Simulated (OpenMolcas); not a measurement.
# The HOMO–LUMO gap down a group: O to Se

One atom is swapped for its congeners: CO (carbon monoxide); CS (carbon monosulfide); CSe. All are singlets with charge 0.

Shapes, held fixed at every level: PBE0-D4/def2-TZVP; CS at the measured bond length. Programs: OpenMolcas 26.06. Values in eV.

| level | CO | CSe |
| --- | --- | --- |
| HF/STO-3G | 20.74 | 14.70 |
| HF/3-21G | 19.24 | 13.14 |
| B3LYP/6-31G* (Cartesian functions) | 9.63 | 5.69 |

Estimate the column for CS from its neighbours.

The mean of the neighbours at B3LYP/6-31G* (Cartesian functions) is 7.66 eV, against 6.21 from the run: the member lies nearer Se. All rows: HF/STO-3G 16.11; HF/3-21G 14.55; B3LYP/6-31G* (Cartesian functions) 6.21 eV. At B3LYP/6-31G* (Cartesian functions) the HOMO–LUMO gap falls at every step, from 9.63 to 5.69 eV. Every level shows the same order. Relativity is left out for Se unless named. Orbital gaps aren't excitation energies, and the LUMO depends on the basis.
